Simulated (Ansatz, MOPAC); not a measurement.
System: BeF (charge 0, doublet). SMILES: [Be][F]

Atoms: Be1, F2. Bonds: Be1-F2.

Bond lengths (Å) and angles (degrees) optimised at PM7 with MOPAC; MNDO with MOPAC; B3LYP/6-31G* with Ansatz (a program for electronic structure); MP2/6-31G* with Ansatz, each started from the B3LYP-D3(BJ)/def2-TZVP structure (Ansatz) of the last column. A row stands for all coordinates that are equal there. 6-31G* holds six Cartesian d functions.

```json
[
 {"coordinate": "Be1-F2", "PM7": "1.339", "MNDO": "1.459", "B3LYP/6-31G*": "1.369", "MP2/6-31G*": "1.381", "B3LYP-D3(BJ)/def2-TZVP": "1.373"}
]
```

Mean signed difference of all 1 bond lengths from B3LYP-D3(BJ)/def2-TZVP: PM7 -0.034 Å, MNDO 0.086 Å, B3LYP/6-31G* -0.004 Å, MP2/6-31G* 0.008 Å.
